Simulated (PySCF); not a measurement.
# How methods differ on the ionisation energy of Ge²⁺

Ge²⁺ [Ar] 3d10 4s2 (1S) → Ge³⁺ [Ar] 3d10 4s1 (2S), as a difference of total energies. Computed with PySCF 2.14 in aug-cc-pVTZ-DK (7s6p4d2f, 59 functions), with scalar relativity by spin-free X2C-1e. Correlated levels: valence: [Ar] 3d10 frozen. The calculations carry no spin-orbit coupling.

```json
{"method": "UHF", "ionisation energy (eV)": "32.206"}
{"method": "LDA", "ionisation energy (eV)": "34.809"}
{"method": "PBE", "ionisation energy (eV)": "34.398"}
{"method": "PBE0", "ionisation energy (eV)": "34.035"}
{"method": "r2SCAN", "ionisation energy (eV)": "34.035"}
{"method": "wB97X-V", "ionisation energy (eV)": "33.997"}
{"method": "M06-2X", "ionisation energy (eV)": "34.066"}
{"method": "MN15", "ionisation energy (eV)": "33.817"}
{"method": "r2SCAN0", "ionisation energy (eV)": "33.838"}
{"method": "MP2 (valence)", "ionisation energy (eV)": "32.983"}
{"method": "SCS-MP2 (valence)", "ionisation energy (eV)": "33.138"}
```

**Question.** How much does correlation contribute at MP2 (valence)?

**Answer.** 32.983 − (32.206) = 0.777 eV, measured against UHF.

Errors of the correlated levels include the incompleteness of this basis and the frozen core.

MP2 underrates the near-degeneracy of ns² with np² in the lower species.

For comparison: 34.058 eV (measured; NIST Atomic Spectra Database, ionization energies).
